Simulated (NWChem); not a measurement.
System: C₅H₂F₂; SMILES C#CC(F)(F)C#C

NWChem input:

```
start job
memory heap 200 mb stack 900 mb global 1100 mb
geometry units angstroms noautoz
  C      2.211399     0.000000    -1.158658
  C      1.217815     0.000000    -0.471768
  C      0.000000     0.000000     0.353813
  F      0.000000    -1.086886     1.161437
  F      0.000000     1.086886     1.161437
  C     -1.217815     0.000000    -0.471768
  C     -2.211399     0.000000    -1.158658
  H      3.097626     0.000000    -1.767905
  H     -3.097626     0.000000    -1.767905
end
basis spherical
  * library 6-31g*
end
dft
  xc xcamb88 1.00 lyp 1.0 hfexch 1.00
  cam 0.33 cam_alpha 0.0 cam_beta 1.0
  iterations 150
  mulliken
end
task dft energy
```

Output (shortened):

```
             Northwest Computational Chemistry Package (NWChem) 7.3.0
             --------------------------------------------------------

 C2V symmetry detected

                             Geometry "geometry" -> ""
                             -------------------------

 Output coordinates in angstroms (scale by  1.889725989 to convert to a.u.)

  No.       Tag          Charge          X              Y              Z
 ---- ---------------- ---------- -------------- -------------- --------------
    1 C                    6.0000     2.21139900     0.00000000    -1.15721444
    2 C                    6.0000     1.21781500     0.00000000    -0.47032444
    3 C                    6.0000     0.00000000     0.00000000     0.35525656
    4 F                    9.0000     0.00000000    -1.08688600     1.16288056
    5 F                    9.0000     0.00000000     1.08688600     1.16288056
    6 C                    6.0000    -1.21781500     0.00000000    -0.47032444
    7 C                    6.0000    -2.21139900     0.00000000    -1.15721444
    8 H                    1.0000     3.09762600     0.00000000    -1.76646144
    9 H                    1.0000    -3.09762600     0.00000000    -1.76646144

 Effective nuclear repulsion energy (a.u.)     257.2725924323

      Symmetry information
      --------------------

 Group name             C2v
 Group number             16
 Group order               4
 No. of unique centers     5

                                 NWChem DFT Module
                                 -----------------

 Summary of "ao basis" -> "ao basis" (spherical)
 ------------------------------------------------------------------------------
       Tag                 Description            Shells   Functions and Types
 ---------------- ------------------------------  ------  ---------------------
 C                           6-31g*                  6       14   3s2p1d
 F                           6-31g*                  6       14   3s2p1d
 H                           6-31g*                  2        2   2s

      Symmetry analysis of basis
      --------------------------

        a1         39
        a2         13
        b1         29
        b2         21

            General Information
            -------------------
          SCF calculation type: DFT
          Wavefunction type:  closed shell.
          No. of atoms     :     9
          No. of electrons :    50
           Alpha electrons :    25
            Beta electrons :    25
          Charge           :     0
          Spin multiplicity:     1
          Use of symmetry is: on ; symmetry adaption is: on
          Maximum number of iterations: 150
          AO basis - number of functions:   102
                     number of shells:    46
          Convergence on energy requested:  1.00D-06
          Convergence on density requested:  1.00D-05
          Convergence on gradient requested:  5.00D-04

              XC Information
              --------------
                     Hartree-Fock (Exact) Exchange  1.000
                   CAM-Becke88 Exchange Functional  1.000
              Lee-Yang-Parr Correlation Functional  1.000

           Range-Separation Parameters
           ---------------------------
           Alpha           :  0.00
           Beta            :  1.00
           Gamma           :  0.33
           Short-Range HF  :     F

             Grid Information
             ----------------
          Grid used for XC integration:  medium
          Radial quadrature: Mura-Knowles
          Angular quadrature: Lebedev.
          Tag              B.-S. Rad. Rad. Pts. Rad. Cut. Ang. Pts.
          ---              ---------- --------- --------- ---------
          C                   0.70       49          12.0       434
          F                   0.50       49          11.0       434
          H                   0.35       45          13.0       434
          Grid pruning is: on
          Number of quadrature shells:   241
          Spatial weights used:  Erf1

      Superposition of Atomic Density Guess
      -------------------------------------

 Sum of atomic energies:        -388.04239987

      Non-variational initial energy
      ------------------------------

 Total energy =    -390.984838
 1-e energy   =   -1043.402260
 2-e energy   =     395.144829
 HOMO         =      -0.316319
 LUMO         =       0.024543

      Symmetry analysis of molecular orbitals - initial
      -------------------------------------------------

  Numbering of irreducible representations:

     1 a1          2 a2          3 b1          4 b2

  Orbital symmetries:

     1 a1          2 b2          3 a1          4 b1          5 a1
     6 b1          7 a1          8 a1          9 b2         10 a1
    11 b1         12 a1         13 b1         14 a1         15 b2
    16 a1         17 b1         18 a2         19 b2         20 a1
    21 b1         22 a1         23 b2         24 a2         25 b1
    26 b2         27 a1         28 a2         29 b1         30 a1
    31 b1         32 a1         33 a1         34 b1         35 b2

     ---------------------------------------------
      Total Density - Mulliken Population Analysis
     ---------------------------------------------

    Atom       Charge   Shell Charges
 -----------   ------   -------------------------------------------------------
    1 C    6     6.45   2.00  0.75  1.88  0.70  1.10  0.03
    2 C    6     6.00   2.00  0.75  1.89  0.49  0.84  0.03
    3 C    6     4.64   2.00  0.63  1.32  0.19  0.40  0.10
    4 F    9     9.51   2.00  0.94  3.41  1.03  2.12  0.01
    5 F    9     9.51   2.00  0.94  3.41  1.03  2.12  0.01
    6 C    6     6.00   2.00  0.75  1.89  0.49  0.84  0.03
    7 C    6     6.45   2.00  0.75  1.88  0.70  1.10  0.03
    8 H    1     0.71   0.42  0.29
    9 H    1     0.71   0.42  0.29

[...]
```

Level: LC-BLYP (range parameter 0.33 per bohr)/6-31G* (spherical d). Geometry: optimised at PBE0/def2-SVP.
